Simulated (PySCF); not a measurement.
## Running PySCF for SI

File input.py (PySCF 2.14):

```python
from pyscf import gto, scf

mol = gto.M(
    atom='S 0 0 0; I 0 0 2.18',
    basis='def2-svp',
    ecp={'I': 'def2-svp'},
    charge=0,
    spin=1,
    verbose=4,
)
mf = scf.UHF(mol)
mf.kernel()
mf.stability(internal=True, external=True)
mf.dip_moment()
print('orbital energies (hartree):', [e[max(0, n-3):n+3].round(4) for e, n in zip(mf.mo_energy, mol.nelec)])
```

```bash
$ python input.py
```

The log (some set-up lines and the per-cycle HOMO/LUMO lines with their warnings removed):

```
PySCF version 2.14.0

[INPUT] Symbol           X                Y                Z      unit          X                Y                Z       unit  Magmom
[INPUT]  1 S      0.000000000000   0.000000000000   0.000000000000 AA    0.000000000000   0.000000000000   0.000000000000 Bohr   0.0
[INPUT]  2 I      0.000000000000   0.000000000000   2.180000000000 AA    0.000000000000   0.000000000000   4.119602951552 Bohr   0.0

nuclear repulsion = 97.0967359486239
number of shells = 18
number of NR pGTOs = 97
number of NR cGTOs = 44
basis = def2-svp
ecp = {'I': 'def2-svp'}

******** <class 'pyscf.scf.uhf.UHF'> ********
method = UHF
initial guess = minao
damping factor = 0
level_shift factor = 0
DIIS = <class 'pyscf.scf.diis.CDIIS'>
SCF conv_tol = 1e-09
SCF max_cycles = 50
number electrons alpha = 21  beta = 20
init E= -662.234922242582

cycle= 1 E= -692.849371573789  delta_E= -30.6  |g|= 1.63  |ddm|= 5.33
cycle= 2 E= -693.486449044384  delta_E= -0.637  |g|= 0.988  |ddm|= 3.54
cycle= 3 E= -693.997174159782  delta_E= -0.511  |g|= 0.161  |ddm|= 1.42
cycle= 4 E= -694.017041263896  delta_E= -0.0199  |g|= 0.04  |ddm|= 0.275
cycle= 5 E= -694.02001379026  delta_E= -0.00297  |g|= 0.0211  |ddm|= 0.082
cycle= 6 E= -694.021447217971  delta_E= -0.00143  |g|= 0.0128  |ddm|= 0.0618
cycle= 7 E= -694.022253975411  delta_E= -0.000807  |g|= 0.0067  |ddm|= 0.0589
cycle= 8 E= -694.022510272275  delta_E= -0.000256  |g|= 0.00132  |ddm|= 0.0491
cycle= 9 E= -694.022514729876  delta_E= -4.46e-06  |g|= 0.000427  |ddm|= 0.00467
cycle= 10 E= -694.022515230128  delta_E= -5e-07  |g|= 0.000136  |ddm|= 0.00239
cycle= 11 E= -694.022515279344  delta_E= -4.92e-08  |g|= 7.35e-05  |ddm|= 0.000588
cycle= 12 E= -694.02251530075  delta_E= -2.14e-08  |g|= 3.73e-05  |ddm|= 0.000394
cycle= 13 E= -694.022515307039  delta_E= -6.29e-09  |g|= 1.23e-05  |ddm|= 0.00026
cycle= 14 E= -694.022515307566  delta_E= -5.27e-10  |g|= 3.2e-06  |ddm|= 7.87e-05
Extra cycle  E= -694.02251530758  delta_E= -1.46e-11  |g|= 1.76e-06  |ddm|= 5.75e-06
converged SCF energy = -694.02251530758  <S^2> = 0.76060372  2S+1 = 2.0105758
uhf_internal: lowest eigs of H = [1.16239021e-06 1.74499305e-01 2.49536778e-01]
<class 'pyscf.scf.uhf.UHF'> wavefunction is stable in the internal stability analysis
uhf_real2complex: lowest eigs of H = [0.01002926 0.14019448 0.1570343 ]
<class 'pyscf.scf.uhf.UHF'> wavefunction is stable in the real -> complex stability analysis
uhf_external: lowest eigs of H = [-2.18761709e-03  6.47796388e-06  8.45422755e-02]
<class 'pyscf.scf.uhf.UHF'> wavefunction has an UHF/UKS -> GHF/GKS instability
Dipole moment(X, Y, Z, Debye): -0.00000,  0.00000,  0.78319
orbital energies (hartree): [array([-0.4771, -0.3739, -0.3432,  0.0786,  0.3824,  0.4736]), array([-4.663e-01, -4.121e-01, -3.311e-01, -1.000e-04,  9.250e-02,
        3.865e-01])]
```

In short: E(SCF) = -694.022515 Eh, 14 cycles, ⟨S²⟩ = 0.761, μz(SCF) = 0.78 D, internal stable; real -> complex stable; UHF/UKS -> GHF/GKS unstable.

Wall time 1.8 s on one thread of a shared host.

The stability test finds a lower solution, so these numbers belong to a saddle point. The bond length is a typed value, not an optimised one. No search for the lowest solution was made.
